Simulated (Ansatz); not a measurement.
Compare A (`[SiH3]O[SiH2]BS`) with its isomer B (`OB(S)[SiH2][SiH3]`).

Program: Ansatz. Geometries: PBE0-D4/def2-TZVP. ΔE: electronic, gas phase. CCSD(T)/CBS adds triple-zeta CCSD(T) − MP2 to the extrapolated MP2 energy (def2 sets, frozen cores). Functionals use def2-TZVPP. B3LYP here is the variant with VWN-RPA as its local correlation; programs differ in this. One conformer a species, not always the lowest.

(1) Which is lower in electronic energy at CCSD(T)/CBS, and by how much? (Best estimate.)

(2) Give E(B) − E(A) in kcal/mol with PBE0-D4, CCSD/def2-TZVPP, CCSD(T)/def2-TZVPP, HF/def2-TZVPP, B3LYP, PBE-D4, B2PLYP. (Estimate.)

Largest T1 diagnostic: 0.014.

## Answers

(1) The calculation gave: A, by 18.0 kcal/mol.

(2) The calculation gave: PBE0-D4 11.8, CCSD/def2-TZVPP 18.6, CCSD(T)/def2-TZVPP 17.3, HF/def2-TZVPP 25.0, B3LYP 17.4, PBE-D4 9.2, B2PLYP 18.6. None reverses the order clearly.

In def2-TZVPP, CCSD(T) changes the Hartree–Fock value by −7.7 kcal/mol (the triples alone add −1.2 kcal/mol) and MP2 by −5.8 kcal/mol. From PBE to PBE0 (25 % exact exchange), in def2-TZVPP and without D4, E(B) − E(A) moves by +2.6 kcal/mol.
